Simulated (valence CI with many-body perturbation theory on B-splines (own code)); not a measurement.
**Dy59+: E2, E3, M2 decay**

Method: relativistic CI+MBPT: five valence electrons over a frozen Dirac-Fock core [He], radial functions for each j: 11 s, 11 p, 10 d, 8 f, 5 g, 2 h, with the one-electron correlation potential Σ1, the two-electron term Σ2, the three-electron term Σ3, Breit, model QED; selected CI, second order for the rest, scaled by the run's own slope (own B-spline code, finite nucleus).

No measured spectrum was set against this ion. As an estimate, large intervals hold to a few tenths of a per cent, small ones and those within an open d or f shell to about a per cent. Among the levels kept, up to 7300 cm⁻¹ of a level comes from second order outside the variational space, and about a tenth of that is noise between levels of different J, which matters for small intervals.

Lines 51 to 94 of 94 in falling wavelength, among levels below 9713.5 eV, chosen from the decays that carry over 1 % of a level's rate. Wavelengths and rates use the calculated energies. Electric multipoles are in the length gauge, E1 and E2 with the static RPA response of the core. Weak lines are less certain than strong ones. Lines between different terms over intervals too small for the method are left out, as are lines whose strength nearly cancels. The highest levels of a list are the least certain.

Levels are named by their leading jj configuration (3d3/2^4 stands for four electrons in 3d with j = 3/2), which in mixed levels can hold well under half, so a name can repeat and another be missing. Letters in brackets count levels of one name in rising energy.

```
λ vac (Å)                               Upper                       Lower  Type   A (s⁻¹)  Branch %
    1.661      (2s^2 2p1/2 2p3/2 3d5/2) J=9/2  (2s^2 2p1/2 2p3/2^2) J=5/2    M2  2.82e+10      37.4
    1.661      (2s^2 2p1/2 2p3/2 3d5/2) J=9/2  (2s^2 2p1/2 2p3/2^2) J=5/2    E3  1.77e+09       2.4
    1.611      (2s 2p1/2^2 2p3/2 3d5/2) J=9/2  (2s^2 2p1/2 2p3/2^2) J=5/2    E2  1.74e+09       2.0
    1.542          (2s^2 2p3/2^2 3d5/2) J=9/2  (2s 2p1/2^2 2p3/2^2) J=5/2    E2  6.23e+09       6.4
    1.533  (2s 2p1/2 2p3/2^2 3p3/2) J=7/2 [a]  (2s 2p1/2^2 2p3/2^2) J=5/2    E2  2.49e+11       1.2
    1.528  (2s 2p1/2 2p3/2^2 3p3/2) J=1/2 [b]  (2s 2p1/2^2 2p3/2^2) J=3/2    E2  4.81e+11       4.1
    1.525      (2s 2p1/2 2p3/2^2 3p3/2) J=9/2  (2s 2p1/2^2 2p3/2^2) J=5/2    E2  7.12e+11      31.2
    1.524  (2s^2 2p1/2 2p3/2 3p3/2) J=5/2 [a]  (2s^2 2p1/2^2 2p3/2) J=3/2    E2  1.76e+11       4.2
    1.523  (2s^2 2p1/2 2p3/2 3p3/2) J=3/2 [a]  (2s^2 2p1/2^2 2p3/2) J=3/2    E2  5.91e+11       6.7
    1.522      (2s^2 2p1/2 2p3/2 3p3/2) J=7/2  (2s^2 2p1/2^2 2p3/2) J=3/2    E2  6.52e+11      37.4
    1.519          (2s^2 2p3/2^2 3p3/2) J=7/2  (2s^2 2p1/2 2p3/2^2) J=5/2    E2  2.98e+11       4.8
    1.517  (2s^2 2p1/2 2p3/2 3p3/2) J=5/2 [b]  (2s^2 2p1/2^2 2p3/2) J=3/2    E2  4.74e+11      23.7
    1.515          (2s^2 2p3/2^2 3p3/2) J=7/2  (2s^2 2p1/2 2p3/2^2) J=3/2    E2  5.14e+11       8.3
    1.515      (2s^2 2p3/2^2 3p3/2) J=3/2 [b]  (2s^2 2p1/2 2p3/2^2) J=1/2    E2  6.58e+11       6.6
    1.513  (2s^2 2p1/2 2p3/2 3p3/2) J=1/2 [b]  (2s^2 2p1/2^2 2p3/2) J=3/2    E2  2.49e+11       2.5
    1.511      (2s^2 2p3/2^2 3p3/2) J=3/2 [a]  (2s^2 2p1/2 2p3/2^2) J=5/2    E2  5.25e+11       3.6
    1.493      (2s^2 2p1/2 2p3/2 3d5/2) J=9/2  (2s^2 2p1/2^2 2p3/2) J=3/2    E3  3.74e+09       5.0
    1.492          (2s^2 2p3/2^2 3d5/2) J=9/2  (2s^2 2p1/2 2p3/2^2) J=5/2    M2  1.29e+10      13.2
    1.492          (2s^2 2p3/2^2 3d5/2) J=9/2  (2s^2 2p1/2 2p3/2^2) J=5/2    E3  1.44e+09       1.5
    1.488          (2s^2 2p3/2^2 3d5/2) J=9/2  (2s^2 2p1/2 2p3/2^2) J=3/2    E3  2.96e+09       3.0
    1.463  (2s 2p1/2^2 2p3/2 3d3/2) J=5/2 [a]  (2s^2 2p1/2^2 2p3/2) J=3/2    E2  1.42e+12       1.6
    1.461       (2p1/2^2 2p3/2^2 3d3/2) J=3/2  (2s 2p1/2^2 2p3/2^2) J=3/2    E2  7.50e+11       2.7
    1.461      (2s 2p1/2^2 2p3/2 3d3/2) J=7/2  (2s^2 2p1/2^2 2p3/2) J=3/2    E2  2.04e+12      39.5
    1.461       (2p1/2^2 2p3/2^2 3d3/2) J=5/2  (2s 2p1/2^2 2p3/2^2) J=3/2    E2  9.32e+11       1.9
    1.461       (2p1/2^2 2p3/2^2 3d3/2) J=7/2  (2s 2p1/2^2 2p3/2^2) J=3/2    E2  2.44e+12      15.2
    1.460      (2s 2p1/2 2p3/2^2 3d3/2) J=9/2  (2s^2 2p1/2 2p3/2^2) J=5/2    E2  2.04e+12      63.9
    1.458  (2s 2p1/2 2p3/2^2 3d5/2) J=9/2 [a]  (2s^2 2p1/2 2p3/2^2) J=5/2    E2  6.03e+11      39.9
    1.455  (2s 2p1/2 2p3/2^2 3d3/2) J=5/2 [c]  (2s^2 2p1/2 2p3/2^2) J=1/2    E2  8.87e+11       1.4
    1.453  (2s 2p1/2 2p3/2^2 3d5/2) J=7/2 [a]  (2s^2 2p1/2 2p3/2^2) J=3/2    E2  1.99e+12       5.5
    1.450  (2s 2p1/2 2p3/2^2 3d5/2) J=9/2 [b]  (2s^2 2p1/2 2p3/2^2) J=5/2    E2  1.77e+12      64.5
    1.449  (2s 2p1/2^2 2p3/2 3d5/2) J=5/2 [a]  (2s^2 2p1/2^2 2p3/2) J=3/2    E2  4.28e+12       1.5
    1.448  (2s 2p1/2 2p3/2^2 3d3/2) J=5/2 [c]  (2s^2 2p1/2 2p3/2^2) J=5/2    E2  1.33e+12       2.1
    1.446       (2p1/2^2 2p3/2^2 3d3/2) J=3/2  (2s 2p1/2^2 2p3/2^2) J=5/2    E2  3.40e+12      12.0
    1.445       (2p1/2^2 2p3/2^2 3d3/2) J=5/2  (2s 2p1/2^2 2p3/2^2) J=5/2    E2  3.28e+12       6.7
    1.445       (2p1/2^2 2p3/2^2 3d3/2) J=7/2  (2s 2p1/2^2 2p3/2^2) J=5/2    E2  1.73e+12      10.7
    1.445       (2p1/2^2 2p3/2^2 3d3/2) J=1/2  (2s 2p1/2^2 2p3/2^2) J=5/2    E2  3.79e+12       1.8
    1.444  (2s 2p1/2 2p3/2^2 3d3/2) J=5/2 [c]  (2s^2 2p1/2 2p3/2^2) J=3/2    E2  1.53e+12       2.4
    1.444  (2s 2p1/2 2p3/2^2 3d3/2) J=3/2 [d]  (2s^2 2p1/2 2p3/2^2) J=3/2    E2  3.30e+12       2.0
    1.441  (2s 2p1/2 2p3/2^2 3d5/2) J=5/2 [e]  (2s^2 2p1/2 2p3/2^2) J=1/2    E2  3.36e+12       1.1
    1.440  (2s 2p1/2 2p3/2^2 3d5/2) J=3/2 [d]  (2s^2 2p1/2 2p3/2^2) J=1/2    E2  4.64e+12       3.4
    1.438  (2s 2p1/2^2 2p3/2 3d5/2) J=7/2 [b]  (2s^2 2p1/2^2 2p3/2) J=3/2    E2  3.28e+12       1.3
    1.436  (2s 2p1/2 2p3/2^2 3d5/2) J=9/2 [c]  (2s^2 2p1/2 2p3/2^2) J=5/2    E2  4.16e+12      40.4
    1.435  (2s 2p1/2 2p3/2^2 3d5/2) J=7/2 [d]  (2s^2 2p1/2 2p3/2^2) J=5/2    E2  1.15e+12       2.1
    1.434  (2s 2p1/2 2p3/2^2 3d5/2) J=7/2 [c]  (2s^2 2p1/2 2p3/2^2) J=3/2    E2  3.85e+12       6.5
```
